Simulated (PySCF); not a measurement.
C4H9O2, doublet, at a GFN2-xTB geometry; DF-M062X/6-311G** (PySCF).

PySCF was given this input:
```python
from pyscf import gto, scf, dft

mol = gto.M(
    atom='''
C     2.44429592   -1.02503628   -0.30093565
O     1.31720491   -0.30874313   -0.56583977
C     0.46397681   -0.08288066    0.52738845
C    -0.78368637    0.65746024    0.03894765
C    -1.61108653   -0.22008434   -0.89623149
O    -1.50290815    1.02973766    1.19642637
H     2.49044820   -1.62960395    0.58697247
H     3.00838206   -1.27513126   -1.17673703
H     0.96317964    0.52974000    1.29056499
H     0.16839632   -1.03268951    0.99436903
H    -0.45232858    1.55679033   -0.50523325
H    -1.98942224   -1.08474277   -0.35488689
H    -2.45322875    0.33792816   -1.30164553
H    -0.98643999   -0.55931603   -1.71727797
H    -2.34435957    1.41231493    0.92416785
''',
    basis='6-311g**',
    spin=1,
    verbose=4,
)

mf = dft.UKS(mol)
mf.xc = 'm062x'
mf = mf.density_fit(auxbasis='def2-universal-jkfit')
mf.kernel()
```

Question: Predict the main parts of the log of this PySCF run.

Answer: 
```
PySCF version 2.14.0

[INPUT] verbose = 4
[INPUT] num. atoms = 15
[INPUT] num. electrons = 49
[INPUT] charge = 0
[INPUT] spin (= nelec alpha-beta = 2S) = 1
[INPUT] symmetry False subgroup None
[INPUT] Mole.unit = angstrom
[INPUT] Symbol           X                Y                Z      unit          X                Y                Z       unit  Magmom
[INPUT]  1 C      2.444295920000  -1.025036280000  -0.300935650000 AA    4.619049856192  -1.937037836943  -0.568685959618 Bohr   0.0
[INPUT]  2 O      1.317204910000  -0.308743130000  -0.565839770000 AA    2.489156529832  -0.583439958541  -1.069282195687 Bohr   0.0
[INPUT]  3 C      0.463976810000  -0.082880660000   0.527388450000 AA    0.876789099049  -0.156621748423   0.996619731759 Bohr   0.0
[INPUT]  4 C     -0.783686370000   0.657460240000   0.038947650000 AA   -1.480952606855   1.242419791391   0.073600391695 Bohr   0.0
[INPUT]  5 C     -1.611086530000  -0.220084340000  -0.896231490000 AA   -3.044512304676  -0.415899126906  -1.693632060311 Bohr   0.0
[INPUT]  6 O     -1.502908150000   1.029737660000   1.196426370000 AA   -2.840084793877   1.945922157550   2.260918167508 Bohr   0.0
[INPUT]  7 H      2.490448200000  -1.629603950000   0.586972470000 AA    4.706265025416  -3.079505157009   1.109217210959 Bohr   0.0
[INPUT]  8 H      3.008382060000  -1.275131260000  -1.176737030000 AA    5.685018171455  -2.409648854272  -2.223710707334 Bohr   0.0
[INPUT]  9 H      0.963179640000   0.529740000000   1.290564990000 AA    1.820145728357   1.001063517227   2.438814377052 Bohr   0.0
[INPUT] 10 H      0.168396320000  -1.032689510000   0.994369030000 AA    0.318222925185  -1.951500345611   1.879085133449 Bohr   0.0
[INPUT] 11 H     -0.452328580000   1.556790330000  -0.505233250000 AA   -0.854777134513   2.941907357071  -0.954752471524 Bohr   0.0
[INPUT] 12 H     -1.989422240000  -1.084742770000  -0.354886890000 AA   -3.759463179719  -2.049866750902  -0.670639027299 Bohr   0.0
[INPUT] 13 H     -2.453228750000   0.337928160000  -1.301645530000 AA   -4.635930458409   0.638591672178  -2.459753562964 Bohr   0.0
[INPUT] 14 H     -0.986439990000  -0.559316030000  -1.717277970000 AA   -1.864101419419  -1.056954113779  -3.245185043049 Bohr   0.0
[INPUT] 15 H     -2.344359570000   1.412314930000   0.924167850000 AA   -4.430197524803   2.668888419334   1.746424129628 Bohr   0.0

nuclear repulsion = 250.995065752957
number of shells = 84
number of NR pGTOs = 258
number of NR cGTOs = 162
basis = 6-311g**
ecp = {}

******** <class 'pyscf.df.df_jk.DFUKS'> ********
method = DFUKS
initial guess = minao
damping factor = 0
level_shift factor = 0
DIIS = <class 'pyscf.scf.diis.CDIIS'>
diis_start_cycle = 1
diis_space = 8
diis_damp = 0
SCF conv_tol = 1e-09
SCF conv_tol_grad = None
SCF max_cycles = 50
direct_scf = False
number electrons alpha = 25  beta = 24
XC library pyscf.dft.libxc version 7.1.2
    S. Lehtola, C. Steigemann, M. J. T. Oliveira, and M. A. L. Marques,  SoftwareX 7, 1–5 (2018)
XC functionals = m062x
    Y. Zhao and D. G. Truhlar,  Theor. Chem. Acc. 120, 215 (2008)
    Y. Zhao and D. G. Truhlar,  Theor. Chem. Acc. 120, 215 (2008)
radial grids:
    Treutler-Ahlrichs [JCP 102, 346 (1995); DOI:10.1063/1.469408] (M4) radial grids

becke partition: Becke, JCP 88, 2547 (1988); DOI:10.1063/1.454033
pruning grids: <function nwchem_prune>
grids dens level: 3
symmetrized grids: False
atomic radii adjust function: <function treutler_atomic_radii_adjust>
small_rho_cutoff = 0
Set gradient conv threshold to 3.16228e-05
tot grids = 172912
******** <class 'pyscf.df.df.DF'> ********
auxbasis = def2-universal-jkfit
init E= -308.939437425267

cycle= 1 E= -308.066433776489  delta_E= 0.873  |g|= 0.482  |ddm|= 1.98
cycle= 2 E= -308.060322949346  delta_E= 0.00611  |g|= 0.534  |ddm|= 0.657
cycle= 3 E= -308.154625398653  delta_E= -0.0943  |g|= 0.0472  |ddm|= 0.354
cycle= 4 E= -308.155421628036  delta_E= -0.000796  |g|= 0.0198  |ddm|= 0.0368
cycle= 5 E= -308.155601617177  delta_E= -0.00018  |g|= 0.00837  |ddm|= 0.0176
cycle= 6 E= -308.155636686856  delta_E= -3.51e-05  |g|= 0.00271  |ddm|= 0.00773
cycle= 7 E= -308.155643850999  delta_E= -7.16e-06  |g|= 0.00158  |ddm|= 0.00353
cycle= 8 E= -308.155646443525  delta_E= -2.59e-06  |g|= 0.000405  |ddm|= 0.00248
cycle= 9 E= -308.155646741036  delta_E= -2.98e-07  |g|= 0.000145  |ddm|= 0.000937
cycle= 10 E= -308.155646770953  delta_E= -2.99e-08  |g|= 5.92e-05  |ddm|= 0.000296
cycle= 11 E= -308.155646774927  delta_E= -3.97e-09  |g|= 2.48e-05  |ddm|= 0.000121
cycle= 12 E= -308.155646775393  delta_E= -4.66e-10  |g|= 6.95e-06  |ddm|= 3.36e-05
Extra cycle  E= -308.15564677541  delta_E= -1.68e-11  |g|= 6.13e-06  |ddm|= 1.01e-05
converged SCF energy = -308.15564677541  <S^2> = 0.75414385  2S+1 = 2.0041396
```
